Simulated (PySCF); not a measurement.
Computed spin Hamiltonian

Compound: C5H7F2O (doublet state).
Atom-mapped SMILES: `[F:1][CH:2]([F:3])[C:4]1[CH2:5][CH2:6][CH2:7][O:8]1` (hydrogens: H9 on C2; H10, H11 on C5; H12, H13 on C6; H14, H15 on C7)

Structure used (GFN2-xTB), in Å, numbered top down from 1:
```xyz
15
C5H7F2O angstrom
F      2.7042    0.5486   -1.0555
C      2.1712   -0.0324    0.0648
F      2.6094    0.7877    1.0869
C      0.7127   -0.1202   -0.0032
C     -0.2626    0.9917   -0.1779
C     -1.5735    0.2167   -0.3568
C     -1.2855   -1.0945    0.3836
O      0.1121   -1.3168    0.2793
H      2.6446   -1.0138    0.2027
H     -0.2953    1.6362    0.7109
H     -0.0147    1.6239   -1.0322
H     -2.4367    0.7334    0.0544
H     -1.7496    0.0179   -1.4142
H     -1.5425   -1.0109    1.4477
H     -1.7982   -1.9596   -0.0399
```

The hyperfine couplings belong to this conformer and change with its torsions.

The calculation used UKS B3LYP, pcH-1 on C F H O, non-relativistic, mean-field spin-orbit, GIAO (PySCF 2.14.0). One conformer (not necessarily the lowest) at the GFN2-xTB geometry, without solvent, vibrations or thermal averaging. A GFN2-xTB geometry isn't a minimum of the functional, and hyperfine couplings can be far from their values at a DFT geometry. The SCF solution wasn't tested for stability.

| Property | Result |
| --- | --- |
| g1, g2, g3 | 2.00210, 2.00295, 2.00435 |
| g_iso | 2.00313 |
| Form of g | rhombic: the two nearest values differ by 38 % of g3 − g1 |
| ⟨S²⟩ | 0.7537 (exact 0.7500) |
| α and β electrons | 32, 31 |
| Total energy | -469.62222 Eh |

Hyperfine couplings atom by atom, in MHz; T1 to T3 are the principal values of the dipolar part; ρ(0) is the spin density at the nucleus:

```csv
atom,isotope,a_iso,T1,T2,T3,Mulliken spin population,ρ(0) (bohr⁻³)
F1,19F,138.0,-61.7,-59.6,121.3,0.02,0.0328
C2,13C,-29.6,-4.4,-0.5,4.9,-0.01,-0.0263
F3,19F,218.9,-87.8,-83.9,171.7,0.03,0.0520
C4,13C,85.5,-73.7,-73.1,146.8,0.80,0.0761
C5,13C,-28.0,-1.6,-0.1,1.7,-0.06,-0.0249
C6,13C,0.8,-1.6,0.2,1.4,0.01,0.0007
C7,13C,-5.6,-1.6,-0.9,2.5,-0.01,-0.0050
O8,17O,-27.1,-75.6,36.3,39.3,0.15,0.0448
H9,1H,-1.5,-6.3,-3.9,10.2,0.00,-0.0003
H10,1H,107.6,-4.7,-3.3,8.0,0.05,0.0241
H11,1H,53.9,-4.4,-4.1,8.5,0.02,0.0121
H12,1H,-2.3,-1.9,-1.6,3.5,0.00,-0.0005
H13,1H,-1.6,-2.7,-2.3,5.0,0.00,-0.0003
H14,1H,17.6,-3.5,-2.8,6.3,0.01,0.0039
H15,1H,1.6,-3.2,-2.8,6.0,0.00,0.0004
```

The largest Mulliken spin populations are on C4 (+0.80), O8 (+0.15) and C5 (-0.06). The angles at C4 add up to 359.5°, so it is planar.

Axes: g3 points within 5° of the C2–C4 bond.

Under fast tumbling the dipolar parts average out, and these isotropic splittings remain: 2 × 19F (F1/F3, I = 1/2, 3 lines) with 6.37 mT, 2 × 1H (H10/H11, I = 1/2, 3 lines) with 2.88 mT, 2 × 1H (H14/H15, I = 1/2, 3 lines) with 0.34 mT, 2 × 1H (H12/H13, I = 1/2, 3 lines) with 0.07 mT and 1 × 1H (H9, I = 1/2, 2 lines) with 0.05 mT.

Nuclei that the bonding pattern makes equivalent are averaged, as if the motion that swaps them (rotation, inversion, ring flip) were fast. The 19F value of +178.5 MHz is a mean of couplings from 138.0 to 218.9 MHz in this one geometry, not an average over conformers. The 1H value of +80.8 MHz is a mean of couplings from 53.9 to 107.6 MHz in this one geometry, not an average over conformers.

The 13C coupling of C4 (85.5 MHz) shows only in satellite lines or after enrichment, since that isotope makes up about 1.07 % of natural carbon.

The 17O coupling of O8 (-27.1 MHz) shows only in satellite lines or after enrichment, since that isotope makes up about 0.038 % of natural oxygen.
